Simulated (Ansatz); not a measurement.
CH$_{7}$BSi$_{2}$ (`BC1[SiH2][SiH2]1`) from Hartree–Fock to CCSD(T)

```xyz
11

B    -0.908   -1.303    0.137
C    -0.477    0.049    0.650
Si   -0.234    1.489   -0.532
Si    1.339   -0.045   -0.113
H    -1.148   -2.203    0.891
H    -0.970   -1.507   -1.047
H    -0.481    0.229    1.723
H    -0.090    2.818    0.102
H    -1.048    1.493   -1.766
H     1.639   -1.222   -0.958
H     2.378    0.203    0.913
```

Charge 0, multiplicity 1. The geometry is a stationary point of PBE0-D4/def2-TZVP. Frozen core, restricted reference, Ansatz 0.2.0. CBS rows extrapolate triple and quadruple zeta; past MP2 they add the triple-zeta difference.

| basis | HF (Eh) | MP2 corr. |
| --- | --- | --- |
| def2-SVP | -644.20262 | -0.42376 |
| def2-TZVPP | -644.47910 | -0.52182 |
| def2-QZVPP | -644.49983 | -0.55659 |

**Question.** Estimate the CCSD correlation energy and the (T) correction in each basis where they were run (hartree).

**Answer.** 
| basis | CCSD corr. | (T) |
| --- | --- | --- |
| def2-SVP | -0.48339 | -0.01685 |
| def2-TZVPP | -0.57687 | -0.02511 |
| CBS(def2) | -0.63738 | as TZ |
